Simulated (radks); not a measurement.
Excited configurations of Yb2+: one electron is placed in a higher orbital outside [Xe] 4f13. The ground configuration is [Xe] 4f14. Calculated with a radial shooting solver on a logarithmic mesh with Libxc functionals: scalar-relativistic Kohn-Sham, r2SCAN, spin-polarised, spherical densities, finite nucleus; open shells are filled with parallel spins first (spin-orbit coupling, left out, can overturn this in heavy ions); meta-GGA in the generalised Kohn-Sham scheme; Fermi nuclear charge, rms radius 5.3108 fm. Excitation = E - E(ground); binding = E(ion) - E, where the ion is the core of charge +3; n* = 3/sqrt(2 binding) in atomic units, and the quantum defect is n - n*.

outer orbital  excitation (eV)  binding (eV)     n*  eigenvalue (eV)
5f                      18.455         7.676  3.994           -6.159
6s                       5.455        20.676  2.434          -17.942
6p                      10.709        15.421  2.818          -13.220
6d                      16.524         9.606  3.570           -8.023
7s                      15.756        10.374  3.436           -9.013
7p                      17.740         8.390  3.820           -7.266
7d                      20.256         5.874  4.566           -5.011
7f                      22.574         3.557  5.868           -3.028

The Delta-SCF ionisation energy is 26.130 eV (NIST Atomic Spectra Database: 25.05 eV, semi-empirical). Self-interaction in the functional shifts the binding energies and quantum defects, so they are the method's values and not measured ones. Open shells are spherical and high-spin; term and fine-structure splittings are not resolved. Spin-orbit splitting is averaged out at the scalar-relativistic level.
